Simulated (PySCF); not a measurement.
In(F)(Me)(vinyl) (C₃H₆FIn), SMILES C=[CH][In]([CH3])[F]. Coordinates come from a B3LYP-D3(BJ)/def2-SVP optimisation. The structure was generated by enumeration; whether it is a known compound was not checked. The def2 effective core potentials stand for the cores of In; spin–orbit coupling is left out. Other conformers were not sampled.

Computed equilibrium geometry at B3LYP-D3(BJ)/def2-SVP (PySCF confirms it by a frequency run) as bond lengths and angles (one conformer of several):
Atoms: In1 F2 C3 H4 H5 H6 C7 C8 H9 H10 H11. Bond lengths (Å): In1–F2 1.989, In1–C3 2.162, In1–C7 2.147, C3–H4 1.098, C3–H5 1.100, C3–H6 1.100, C7–C8 1.340, C7–H9 1.097, C8–H10 1.098, C8–H11 1.097. Angles (°): F2–In1–C3 111.5, F2–In1–C7 110.1, C3–In1–C7 138.5, In1–C3–H4 111.4, In1–C3–H5 108.5, In1–C3–H6 108.5, H4–C3–H5 109.8, H4–C3–H6 109.7, H5–C3–H6 108.9, In1–C7–C8 123.2, In1–C7–H9 117.8, C8–C7–H9 119.0, C7–C8–H10 122.0, C7–C8–H11 122.8, H10–C8–H11 115.2.
Charge 0, spin multiplicity 1.
